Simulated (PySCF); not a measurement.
# Broadened absorption spectrum of SnH2Me(SiH3)

Species: SnH2Me(SiH3), CH8SiSn.
SMILES: `[SiH3][SnH2][CH3]`

Method used: TDDFT wB97X-D/def2-SVPD, vertical, gas phase, core orbitals frozen in the response, def2 core potentials past Kr in PySCF. Isolated species at its PBE0-D3(BJ)/def2-SVP geometry, gas phase. Spin–orbit coupling is left out.

Each state is given a Gaussian of 0.3 eV full width at half maximum, with ε(max) = 2.175×10⁸ f / Δν̃ (Δν̃ the width in cm⁻¹). The width is an assumption, not a result. The curve ends short of the highest state used, and states not computed would add to its high-energy end.

```tsv
E (eV)	ε (L mol⁻¹ cm⁻¹)
6.36	9
6.38	15
6.41	32
6.44	64
6.46	100
6.49	186
6.51	272
6.54	461
6.57	738
6.59	980
6.62	1432
6.64	1791
6.67	2395
6.70	3041
6.72	3469
6.75	4062
6.77	4406
6.80	4824
6.82	5042
6.85	5310
6.88	5581
6.90	5819
6.93	6350
6.95	6871
6.98	7973
7.01	9515
7.03	10801
7.06	13111
7.08	14897
7.11	17929
7.13	20182
7.16	23915
7.19	28080
7.21	31091
7.24	35891
7.26	39197
7.29	44076
7.32	48471
7.34	50886
7.37	53389
7.39	54158
7.42	53833
7.44	52648
7.47	49592
```

Q: Where are the band maxima, and which computed states make them?

A: 168 nm (7.40 eV), ε about 54000, made up of S4 (83%) and S5 (11%) (ε in L mol⁻¹ cm⁻¹; maxima over ε = 5, shares over 10%). The states used: S1 6.81 eV (f 0.048); S2 7.04 eV (f 0.029); S3 7.19 eV (f 0.155); S4 7.39 eV (f 0.499); S5 7.58 eV (f 0.173); S6 7.78 eV (f 0.0068); S7 7.79 eV (f 0.021); S8 8.00 eV (f 0.010); S9 8.04 eV (f 0.221); S10 8.07 eV (f 0.095).

Q: Coming from long wavelengths, where does ε first pass 100 L mol⁻¹ cm⁻¹?

A: At about 192 nm (6.46 eV), 0.35 eV below S1.

Q: On this curve, what absorbance would a 10⁻⁵ mol/L sample give at 193 nm over a 1 cm path?

A: 193 nm is 6.424 eV, where ε is about 44 L mol⁻¹ cm⁻¹, so A = ε c l ≈ 0.00044 (Beer–Lambert, with the gas-phase spectrum and the assumed width).

Q: Does any computed singlet lie in the visible range?

A: No computed singlet lies in the visible range (380 to 750 nm); the lowest, at 182 nm, stands 3.55 eV above its violet end (3.26 eV).

All these states lie below the vertical ionisation energy of 9.68 eV (ΔSCF).
